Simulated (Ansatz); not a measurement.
HCl, charge +1, doublet, geometry from GFN2-xTB (a state made from the parent by changing its charge; the spin is typed, not shown lowest). Base run: MP2/cc-pVTZ (Ansatz, a first-principles code).

The Ansatz input:
Ansatz 0.2 input:
```yaml
crystal:
  periodic: [false, false, false]
  atoms:
    - {symbol: Cl, position_ang: [-0.00000000, -0.00000000, -0.07393369]}
    - {symbol: H, position_ang: [0.00000000, 0.00000000, 1.25687273]}
basis:
  gaussian:
    orbitals: cc-pVTZ
total_charge: 1
magnetization: {spin_polarized: true, initial_magnetization: 1}
correlation: {method: mp2}
```

Variants of this job, named by their change:

```tsv
change	ΔE vs base (kcal/mol)	MP2 correlation (Eh)	basis functions
base	0.000	-0.16087	48
method = bccd_t	-19.47	-0.16087	48
method = ccsd_t	-19.46	-0.16087	48
electrons = all	(withheld)	(withheld)	48
fitting = cc-pVTZ-JKFIT (mean field), cc-pVTZ-RIFIT (correlation)	0.037	-0.16082	48
reference functional = pbe0	-0.255	-	48
method = rpa	(withheld)	-	48
lower_state_search = off	0.000	-0.16087	48
method = bccd	(withheld)	-0.16087	48
accuracy = high	0.000	-0.16087	48
```

**Question.** Complete the blanks.

**Answer.** 
- electrons = all, ΔE vs base (kcal/mol): -20.94
- electrons = all, MP2 correlation (Eh): -0.19425
- method = rpa, ΔE vs base (kcal/mol): -31.63
- method = bccd, ΔE vs base (kcal/mol): -15.76
